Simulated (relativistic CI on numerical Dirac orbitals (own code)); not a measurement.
## What each ingredient does to the levels of Sn2+

Base calculation: Dirac-Coulomb-Breit CI, orbitals from a KLI potential per configuration, a model potential for QED, valence Slater integrals scaled by 0.85, P86 correlation energy added to each configuration.

Configuration list (outside the closed core [Kr] 4d10): 5s², 5s5p, 5p², 5s5d, 5d², 5s6s, 5s6p, 5p5d, 4f², 5s7s, 5s4f, 5s6d, 5s7p, 4f5p, 5s5f, 5s5g, 5s8s, 5s7d, 5s8p, 5s6f, 5p6s, 4f5d. Levels of other configurations are missing.

The lowest level and the first level of each name with at least 55 % of one term (blank where a level has no safe partner in the second run):

```
    Level  Base (cm⁻¹)  Shift (cm⁻¹)
  5s² ¹S0          0.0           0.0
5s5p ³P°0      48985.6        +142.3
5s5p ³P°1      50589.1        +139.8
5s5p ³P°2      54320.5        +132.7
5s5p ¹P°1      78559.5        +138.4
  5p² ¹D2     122693.0        +238.1
  5p² ³P0     123723.7        +301.7
  5p² ³P1     126146.5        +295.9
  5p² ³P2     130015.5        +280.9
 5s6s ³S1     135210.1         +90.1
 5s5d ³D1     136638.0        +132.5
 5s5d ³D2     136809.8        +132.1
 5s5d ³D3     137068.0        +131.2
 5s6s ¹S0     139993.3         +90.6
  5p² ¹S0     150878.0        +282.6
 5s5d ¹D2     151132.3        +190.4
5s6p ³P°0     154789.9        +128.2
5s6p ³P°1     155147.7        +127.9
5s6p ³P°2     156259.2        +125.5
5s6p ¹P°1     158794.3        +129.5
5s4f ³F°2     177300.0        +138.0
5s4f ³F°3     177382.1        +136.5
```

Correlation outside the listed configurations is missing or only estimated: errors of thousands of cm⁻¹ between configurations and terms are usual at this charge. Rates and lifetimes follow the computed energies and can be off by large factors. The fine structure of a lone outer electron comes out too small, for d and f at times inverted, and misplaced configurations move strength between like terms. 32 of the 34 excited levels that our extract of the measured tables holds in this range could be paired (the sources list more); they are missed by 4162 cm⁻¹ on average and 6182 at most, and levels without a partner can miss by more.

Problem. One thing was changed in a second run, which moved the levels as shown. Which?
A. valence Slater integrals scaled by 0.75
B. no correlation estimate
C. configuration mixing switched off
D. QED terms removed
E. Breit term removed

Solution. D. QED terms removed. QED shifts follow the density of s (and p1/2) electrons at the nucleus, so configurations move by their count of such electrons; where none moves, the smaller shifts of p3/2 electrons and of j = l + 1/2 against j = l − 1/2 set the pattern.

LS names give the leading component of a level, which can be under half, so a name can repeat, a term be missing and a line seem to break the LS rules.
